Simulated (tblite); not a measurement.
Compound: C5H11F2NSi.
SMILES with atom numbers: `[F:1][CH:2]([F:3])[SiH2:4][N:5]1[CH2:6][CH2:7][CH2:8][CH2:9]1` (hydrogens: H10 on C2; H11, H12 on Si4; H13, H14 on C6; H15, H16 on C7; H17, H18 on C8; H19, H20 on C9)

Structure used (GFN2-xTB), in Å, numbered top down from 1:
```
atom  x, y, z in Å
F1     2.522    0.444   -1.913
C2     2.686    0.781   -0.600
F3     4.028    0.715   -0.370
Si4    1.762   -0.447    0.568
N5     0.104   -0.168    0.302
C6    -0.912   -0.861    1.078
C7    -2.228   -0.218    0.656
C8    -1.971    0.087   -0.817
C9    -0.518    0.556   -0.806
H10    2.405    1.838   -0.512
H11    2.140   -0.083    1.937
H12    2.257   -1.786    0.220
H13   -0.706   -0.757    2.145
H14   -0.914   -1.931    0.838
H15   -3.081   -0.875    0.813
H16   -2.388    0.708    1.209
H17   -2.643    0.842   -1.219
H18   -2.069   -0.824   -1.408
H19   -0.468    1.634   -0.614
H20   -0.011    0.353   -1.750
```

Computed values, GFN2-xTB/tblite, gas phase, harmonic and unscaled. This tight-binding method is rough: wavenumbers can miss measured ones by several per cent, in bad cases by 10 to 20. Modes of hydrogen on silicon can be 10 to 20 % off. One conformer, not necessarily the lowest.

Harmonic wavenumbers (cm⁻¹): 28.2, 38.0, 53.1, 90.7, 172.2, 207.7, 241.3, 250.1, 300.2, 466.5, 476.3, 528.6, 552.2, 572.8, 678.9, 723.2, 770.9, 801.6, 877.6, 885.2, 940.0, 988.4, 998.0, 1013.2, 1081.0, 1083.8, 1112.7, 1123.4, 1147.1, 1175.2, 1205.6, 1221.0, 1243.6, 1251.3, 1283.1, 1290.0, 1314.2, 1321.5, 1327.8, 1475.9, 1482.5, 1497.1, 1505.0, 2210.0, 2249.1, 2885.8, 2896.4, 2900.3, 2969.1, 2984.5, 2989.6, 3002.2, 3020.8, 3024.1.

A = 3109, B = 723.9, C = 621.1 MHz; mass 151.063 u (most abundant isotopes); point group C1, symmetry number 1.

Question: Zero-point energy?

Answer: ½Σν̃ = 33964 cm⁻¹ = 97.11 kcal/mol.

Question: Give the ideal-gas entropy at 273.15 K and 1 bar in the rigid-rotor, harmonic-oscillator model (classical rotation).

Answer: Translation 40.54, rotation 29.56, vibration 31.93: S = 102.0 cal/(mol K).

Question: And Cp and H(273.15 K) − H(0)?

Answer: Cp = 37.04 cal/(mol K), of which vibrations give 29.09 (their classical limit is 54 R = 107.3); H(273.15 K) − H(0) = 6.35 kcal/mol without the zero-point energy, 4.18 from vibrations.

Question: Which modes carry the vibrational entropy at 273.15 K?

Answer: 28.2 cm⁻¹: 5.78; 38.0 cm⁻¹: 5.19; 53.1 cm⁻¹: 4.53; 90.7 cm⁻¹: 3.47; 172.2 cm⁻¹: 2.25; 207.7 cm⁻¹: 1.90 cal/(mol K); the other 48 give 8.81 together.

Question: Blend soft modes into free rotors: weight 1/[1 + (100 cm⁻¹/ν̃)⁴] for the oscillator and the rest for a rotor with moment μB/(μ + B), μ = h/(8π²ν), B = 10⁻⁴⁴ kg m². What vibrational entropy results?

Answer: 27.38 cal/(mol K) in place of 31.93, which changes −T·S at 273.15 K by +1.24 kcal/mol.

Question: How do the functions run with temperature in this model?

Answer: 
```
 T (K)  S (cal/(mol K))  Cp (cal/(mol K))  H − H(0) (kcal/mol)  G − H(0) (kcal/mol)  ln q(vib)
   150             84.1              24.6                 2.59               -10.02       4.75
   250             98.9              34.5                 5.53               -19.19       7.71
298.15            105.4              39.8                 7.31               -24.11       9.06
   400            118.7              50.9                11.94               -35.52      11.89
   600            142.7              68.0                23.94               -61.71      17.33
   900            173.7              84.2                46.99              -109.32      25.08
```

q(vib) and H(0) count from the zero-point level.

Hindered rotation and anharmonicity are outside this model. Other conformers, if any are populated, would add a mixing term that is left out. The structure is chiral; the term R ln 2 for an equal mix with its mirror image is left out.
